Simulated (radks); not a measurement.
Results of a calculation; reference values are marked as such.
Trend from Zr3+ to Cd3+: ionisation energy by Delta-SCF between NIST ground configurations, and size. Code: a radial shooting solver on a logarithmic mesh with Libxc functionals. Model: scalar-relativistic Kohn-Sham, PBE, spin-unpolarised, spherical densities, finite nucleus; Fermi nuclear charge, rms radius of each element as measured or else 0.836 A^(1/3) + 0.57 fm.

| species | configuration | configuration of the ion | IE (eV) | NIST (eV) | kind | r at 0.001 e/bohr^3 (bohr) |
|---|---|---|---|---|---|---|
| Zr3+ | [Kr] 4d1 | [Kr] | 34.218 | 34.418 | exp. | 3.25 |
| Nb3+ | [Kr] 4d2 | [Kr] 4d1 | 36.906 | 37.61 | exp. | 3.30 |
| Mo3+ | [Kr] 4d3 | [Kr] 4d2 | 39.504 | 40.3 | semi-emp. | 3.30 |
| Tc3+ | [Kr] 4d4 | [Kr] 4d3 | 42.035 | 41 | theory | 3.27 |
| Ru3+ | [Kr] 4d5 | [Kr] 4d4 | 44.512 | 45 | theory | 3.23 |
| Rh3+ | [Kr] 4d6 | [Kr] 4d5 | 46.947 | 42 | theory | 3.18 |
| Pd3+ | [Kr] 4d7 | [Kr] 4d6 | 49.346 | 46 | theory | 3.13 |
| Ag3+ | [Kr] 4d8 | [Kr] 4d7 | 51.716 | 49 | theory | 3.08 |
| Cd3+ | [Kr] 4d9 | [Kr] 4d8 | 54.062 | 51 | theory | 3.03 |

Reference values: NIST Atomic Spectra Database (exp. = measured, semi-emp. = semi-empirical, theory = theoretical value adopted there). Spin polarisation and multiplet splitting are left out, so open shells lie too high by an amount that depends on their filling.

Beside tabulated values, note that spin-unpolarised runs miss the spin-polarisation part of the exchange energy of open shells.
